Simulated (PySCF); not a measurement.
Compound: C5H12N2Si.
Numbering: `[CH2:1]=[N:2][C@@H:3]1[CH2:4][CH2:5][N:6]([SiH3:7])[CH2:8]1`

Structure used (GFN2-xTB), in Å, numbered top down from 1:
```xyz
20
C5H12N2Si angstrom
C      3.2704    0.6382   -0.1473
N      2.0781    0.6778   -0.5199
C      1.1131   -0.2220    0.0327
C      0.3847   -0.9794   -1.0980
C     -1.0403   -0.4178   -1.0755
N     -1.2371   -0.0426    0.3018
Si    -2.7545    0.1677    1.0638
C     -0.0124    0.5864    0.7187
H      3.9711    1.3350   -0.5837
H      3.6628   -0.0623    0.6001
H      1.5719   -0.9287    0.7444
H      0.8770   -0.8106   -2.0539
H      0.3787   -2.0472   -0.8842
H     -1.1060    0.4575   -1.7381
H     -1.7905   -1.1457   -1.3837
H     -2.4737    0.1080    2.4982
H     -3.5749   -0.9450    0.5864
H     -3.4493    1.4329    0.7652
H      0.0536    1.6260    0.3646
H      0.0720    0.5825    1.8052
```

NICS = −σ at a ghost point: NICS(0) at the centroid of the ring atoms, NICS(1) 1 Å to either side along the normal of their mean plane, zz for the tensor component along that normal. Level: GIAO PBE0/pcSseg-1 (PySCF, non-relativistic, gas phase) on the GFN2-xTB geometry, one conformer.

Ring bond lengths (Å), with Mayer bond orders in brackets: C3–C4 1.544 (1.00), C4–C5 1.532 (1.03), C5–N6 1.441 (0.94), N6–C8 1.439 (0.94), C8–C3 1.546 (0.96).

**Question.** What do the NICS probes read (ppm)?

**Answer.** 
| ring | type | NICS(0) | NICS(1), two faces | NICS(1)zz, two faces | rms pucker (Å) | centre to ring atoms, mean (Å) |
| --- | --- | --- | --- | --- | --- | --- |
| C3–C4–C5–N6–C8 | 5-membered ring with N; formal bonds all single | -5.9 | -4.2 / -2.4 | -5.5 / -4.2 | 0.17 | 1.26 |

**Question.** What can be read from them?

**Answer.** 
- C3–C4–C5–N6–C8: mean NICS(1)zz -4.9 ppm, shielded. C3, C4, C5, C8 have four or more neighbours, and the NICS criterion for π rings isn't applied.

**Question.** What field does 14.1 T along the ring normal induce along that normal at the first NICS(1) probe listed for ring C3–C4–C5–N6–C8, 1 Å off the ring?

**Answer.** NICSzz × B0 = -5.5 ppm × 14.1 T = -78 μT, against the applied field.

Hardware: an AMD EPYC with one thread, no GPU, shared host. Cost: 2.0 min wall, 96 s CPU, 0.91 GiB resident at most. This is the whole shielding run at PBE0/pcSseg-1, SCF included.
